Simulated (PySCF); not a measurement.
A structure optimised at B3LYP-D3(BJ)/def2-SVP, used in a PySCF frequency run:

```xyz
12

C      2.4576    -0.7730    -0.2109
C      1.4973    -0.0727     0.0551
Si    -0.0005     0.9318     0.4350
C     -1.5135    -0.1987     0.3049
N     -1.5663    -0.8076    -1.0210
H      3.3119    -1.3826    -0.4430
H      0.1242     1.4742     1.8190
H     -0.0795     2.0569    -0.5354
H     -2.4011     0.4434     0.4502
H     -1.5049    -0.9079     1.1627
H     -2.3811    -1.4136    -1.1163
H     -0.7463    -1.3953    -1.1744
```

Write its SMILES and formula.

C#C[SiH2]CN, C3H7NSi

What are its rotational constants (standard atomic weights)?

6.0558, 2.5579, 1.9384 GHz
